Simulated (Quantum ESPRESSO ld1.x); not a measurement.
Values are calculated unless marked as measured or tabulated.
Charge is removed step by step from the 1s1/2 level of the selenium ion Se+, starting from [Ar] 3d10 4s2 4p3. Level of theory: Dirac Kohn-Sham, LDA (Slater exchange, Perdew-Zunger correlation), spin-unpolarised, spherical densities, point nucleus; open shells are shared between the two j in proportion to 2j + 1 (ld1.x of Quantum ESPRESSO 7.5).

| removed (e) | E - E(0) (eV) | eigenvalue (eV) | E minus straight line (eV) |
|---|---|---|---|
| 0 | 0.000 | -12490.2 | 0.000 |
| 0.125 | 1564.6 | -12543.2 | -23.079 |
| 0.25 | 3135.8 | -12596.1 | -39.538 |
| 0.375 | 4713.6 | -12649.0 | -49.385 |
| 0.5 | 6298.0 | -12701.7 | -52.633 |
| 0.625 | 7889.0 | -12754.3 | -49.297 |
| 0.75 | 9486.6 | -12806.7 | -39.395 |
| 0.875 | 11090.7 | -12858.9 | -22.953 |
| 1 | 12701.3 | -12910.9 | 0.000 |

Removing the whole electron costs 12701.3 eV by Delta-SCF, against 12490.2 eV from minus the eigenvalue at the starting occupation. Slater's transition state (half an electron removed) gives 12701.7 eV. Integrating minus the eigenvalue over the occupation (Janak's theorem) gives 12701.3 eV. The mean slope of the eigenvalue, de/dn, is 421 eV per electron.
